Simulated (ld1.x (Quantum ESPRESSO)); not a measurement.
**O: one change to a PAW potential, before and after**

* Element: O (Z = 8)
* Generator: ld1.x (Quantum ESPRESSO) 7.5
* Type: PAW
* Functional: PBE
* Relativity: scalar-relativistic
* Frozen core: [He]
* Valence charge: 6
* Reference configuration: 2s2 2p4
* Partial waves: 2s (bound): rcut 0.55, rcutus 0.70 bohr; 2s channel at -1 Ry: rcut 0.55, rcutus 0.70 bohr; 2p (bound): rcut 1.25, rcutus 1.65 bohr; 2p channel at 0.05 Ry: rcut 1.25, rcutus 1.65 bohr
* Local potential: all-electron potential smoothed inside 1.05 bohr (lloc = -1)
* Core correction: Bessel-smoothed model core inside 0.70 bohr
* Augmentation charge: PSQ, inside the norm-conserving radii

Change: local potential all-electron potential smoothed inside 1.52 bohr (lloc = -1).

Cutoffs: the cutoffs (Ry, on a coarse ladder) from which the occupation-weighted sum of valence levels, in a spherical-Bessel basis at the reference potential, stays within 10 and 1 mRy of its value at 400 Ry; they do not see the model core or the augmentation charge, which bear on the density cutoff. Errors are all-electron minus pseudo energies relative to the spin-unpolarised reference configuration.

Task: Predict the effect on cutoff, ghosts and configuration errors.

Result: The potential gets neither clearly harder nor softer (70 Ry and 90 Ry → 70 Ry and 90 Ry); the bound ghost in s disappears; of the 7 tests that both files solve, the error grows in 0 and shrinks in 5 by more than 15 % and 0.3 meV (median size 2.3 → 1.7 meV). A state that the projectors do not describe sees the local part alone, so a deeper or shallower local part can create or remove a ghost. That the errors move this way runs against the usual rule that smaller radii transfer better.

| quantity | base | changed |
| --- | --- | --- |
| cutoff, loose | 70 Ry | 70 Ry |
| cutoff, tight | 90 Ry | 90 Ry |
| loose cutoff by channel (10 mRy a level) | s 70 Ry, p 25 Ry | s 60 Ry, p 25 Ry |
| bound ghosts | s | none |
| error for 2s2 2p3, meV [ΔE 16.43 eV] | -1.9 | -1.6 |
| error for 2s2 2p2, meV [ΔE 50.02 eV] | -11 | -9.1 |
| error for 2s2 2p1, meV [ΔE 103.89 eV] | -32 | -23 |
| error for 2s0 2p6, meV [ΔE 29.94 eV] | -2.3 | -1.7 |
| error for 2s2 2p3.5, meV [ΔE 6.29 eV] | -0.5 | -0.5 |
| error for 2s2 2p0, meV [ΔE 180.79 eV] | -27 | +7.1 |
| error for 2s1 2p5, meV [ΔE 14.95 eV] | -1.0 | -0.4 |
| s: phases at 1.80 bohr within 0.05 rad from the reference energy up to (Ry; the scan ends near 5) | to the end of the scan | to the end of the scan |
| p: phases at 1.80 bohr within 0.05 rad from the reference energy up to (Ry; the scan ends near 5) | to the end of the scan | to the end of the scan |
| lowest overlap eigenvalue by channel | s 0.66, p 1.00 | s 0.37, p 1.00 |

 A true bound ghost makes a file unfit for plane-wave use even where its test errors are small: the radial tests pick states by their node count and pass the ghost by.
